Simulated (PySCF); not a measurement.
Broadened absorption spectrum of CH6AsNSi

Compound: CH6AsNSi.
Z-matrix (Å and degrees, PBE0-D3(BJ)/def2-SVP geometry), rows numbered from 1:
```
N 
C   1  1.2720
Si  2  1.9043  1  120.24
As  3  2.3582  2  112.22  1    -9.55
H   1  1.0275  2  111.05  3  -179.02
H   2  1.1121  1  122.40  3   179.15
H   3  1.4975  2  108.00  1   111.90
H   3  1.4971  2  108.77  1  -131.95
H   4  1.5245  3   89.92  2    37.50
H   4  1.5255  3   90.47  2   -54.02
```

Method used: PySCF, TDDFT PBE0/def2-SVPD, vertical, gas phase, core orbitals frozen in the response. The PBE0/def2-SVPD calculation is non-relativistic and has no spin–orbit coupling, an omission that weighs most on arsenic.

Broadening: Gaussians 0.3 eV wide at half height, area fixed by f = 4.319×10⁻⁹ ∫ε dν̃. The width is an assumption, not a result. The curve ends short of the highest state used, and states not computed would add to its high-energy end.

```json
{"λ (nm)": "192.6", "ε (L mol⁻¹ cm⁻¹)": "7814"}
{"λ (nm)": "194.7", "ε (L mol⁻¹ cm⁻¹)": "6110"}
{"λ (nm)": "196.8", "ε (L mol⁻¹ cm⁻¹)": "3774"}
{"λ (nm)": "198.9", "ε (L mol⁻¹ cm⁻¹)": "1839"}
{"λ (nm)": "201.0", "ε (L mol⁻¹ cm⁻¹)": "711"}
{"λ (nm)": "203.0", "ε (L mol⁻¹ cm⁻¹)": "234"}
{"λ (nm)": "205.1", "ε (L mol⁻¹ cm⁻¹)": "59"}
{"λ (nm)": "207.2", "ε (L mol⁻¹ cm⁻¹)": "12"}
{"λ (nm)": "209.3", "ε (L mol⁻¹ cm⁻¹)": "2"}
{"λ (nm)": "211.4", "ε (L mol⁻¹ cm⁻¹)": "0"}
{"λ (nm)": "213.4", "ε (L mol⁻¹ cm⁻¹)": "1"}
{"λ (nm)": "215.5", "ε (L mol⁻¹ cm⁻¹)": "2"}
{"λ (nm)": "217.6", "ε (L mol⁻¹ cm⁻¹)": "9"}
{"λ (nm)": "219.7", "ε (L mol⁻¹ cm⁻¹)": "27"}
{"λ (nm)": "221.7", "ε (L mol⁻¹ cm⁻¹)": "66"}
{"λ (nm)": "223.8", "ε (L mol⁻¹ cm⁻¹)": "137"}
{"λ (nm)": "225.9", "ε (L mol⁻¹ cm⁻¹)": "240"}
{"λ (nm)": "228.0", "ε (L mol⁻¹ cm⁻¹)": "355"}
{"λ (nm)": "230.1", "ε (L mol⁻¹ cm⁻¹)": "446"}
{"λ (nm)": "232.1", "ε (L mol⁻¹ cm⁻¹)": "482"}
{"λ (nm)": "234.2", "ε (L mol⁻¹ cm⁻¹)": "455"}
{"λ (nm)": "236.3", "ε (L mol⁻¹ cm⁻¹)": "374"}
{"λ (nm)": "238.4", "ε (L mol⁻¹ cm⁻¹)": "270"}
{"λ (nm)": "240.5", "ε (L mol⁻¹ cm⁻¹)": "173"}
{"λ (nm)": "242.5", "ε (L mol⁻¹ cm⁻¹)": "101"}
{"λ (nm)": "244.6", "ε (L mol⁻¹ cm⁻¹)": "52"}
{"λ (nm)": "246.7", "ε (L mol⁻¹ cm⁻¹)": "24"}
{"λ (nm)": "248.8", "ε (L mol⁻¹ cm⁻¹)": "10"}
{"λ (nm)": "250.9", "ε (L mol⁻¹ cm⁻¹)": "4"}
{"λ (nm)": "252.9", "ε (L mol⁻¹ cm⁻¹)": "2"}
{"λ (nm)": "255.0", "ε (L mol⁻¹ cm⁻¹)": "3"}
{"λ (nm)": "257.1", "ε (L mol⁻¹ cm⁻¹)": "6"}
{"λ (nm)": "259.2", "ε (L mol⁻¹ cm⁻¹)": "13"}
{"λ (nm)": "261.2", "ε (L mol⁻¹ cm⁻¹)": "24"}
{"λ (nm)": "263.3", "ε (L mol⁻¹ cm⁻¹)": "42"}
{"λ (nm)": "265.4", "ε (L mol⁻¹ cm⁻¹)": "67"}
{"λ (nm)": "267.5", "ε (L mol⁻¹ cm⁻¹)": "97"}
{"λ (nm)": "269.6", "ε (L mol⁻¹ cm⁻¹)": "129"}
{"λ (nm)": "271.6", "ε (L mol⁻¹ cm⁻¹)": "156"}
{"λ (nm)": "273.7", "ε (L mol⁻¹ cm⁻¹)": "177"}
{"λ (nm)": "275.8", "ε (L mol⁻¹ cm⁻¹)": "187"}
{"λ (nm)": "277.9", "ε (L mol⁻¹ cm⁻¹)": "183"}
{"λ (nm)": "280.0", "ε (L mol⁻¹ cm⁻¹)": "167"}
{"λ (nm)": "282.0", "ε (L mol⁻¹ cm⁻¹)": "144"}
{"λ (nm)": "284.1", "ε (L mol⁻¹ cm⁻¹)": "116"}
{"λ (nm)": "286.2", "ε (L mol⁻¹ cm⁻¹)": "88"}
{"λ (nm)": "288.3", "ε (L mol⁻¹ cm⁻¹)": "63"}
{"λ (nm)": "290.4", "ε (L mol⁻¹ cm⁻¹)": "43"}
{"λ (nm)": "292.4", "ε (L mol⁻¹ cm⁻¹)": "28"}
{"λ (nm)": "294.5", "ε (L mol⁻¹ cm⁻¹)": "17"}
{"λ (nm)": "296.6", "ε (L mol⁻¹ cm⁻¹)": "10"}
{"λ (nm)": "298.7", "ε (L mol⁻¹ cm⁻¹)": "6"}
{"λ (nm)": "300.8", "ε (L mol⁻¹ cm⁻¹)": "3"}
{"λ (nm)": "302.8", "ε (L mol⁻¹ cm⁻¹)": "2"}
{"λ (nm)": "304.9", "ε (L mol⁻¹ cm⁻¹)": "1"}
{"λ (nm)": "307.0", "ε (L mol⁻¹ cm⁻¹)": "0"}
```

Q: Where are the band maxima, and which computed states make them?

A: 276 nm (4.49 eV), ε about 190, made up of S1 (100%); 232 nm (5.34 eV), ε about 480, made up of S2 (100%) (ε in L mol⁻¹ cm⁻¹; maxima over ε = 5, shares over 10%). At its high-energy end, 6.44 eV, the curve is still rising (ε about 7900, from S3 and S4). The states used: S1 4.49 eV (f 0.0021); S2 5.34 eV (f 0.0054); S3 6.43 eV (f 0.054); S4 6.51 eV (f 0.028); S5 6.56 eV (f 0.0067); S6 6.63 eV (f 0.0074); S7 6.73 eV (f 0.027); S8 6.88 eV (f 0.094); S9 6.99 eV (f 0.094); S10 7.04 eV (f 0.0047).

Q: What would ε be at 5.34 eV, the highest of these maxima, with half the width (0.15 eV)?

A: About 965 L mol⁻¹ cm⁻¹ against 483, a factor of about 2.00; a lone state at its own centre would give exactly 2.

Q: Coming from long wavelengths, where does ε first pass 100 L mol⁻¹ cm⁻¹?

A: At about 285 nm (4.35 eV), 0.14 eV below S1.

Q: On this curve, what absorbance would a 10⁻⁵ mol/L sample give at 248 nm over a 1 cm path?

A: 248 nm is 4.999 eV, where ε is about 14 L mol⁻¹ cm⁻¹, so A = ε c l ≈ 0.00014 (Beer–Lambert, with the gas-phase spectrum and the assumed width).

All these states lie below the vertical ionisation energy of 9.28 eV (ΔSCF).

One conformer stands for the species.
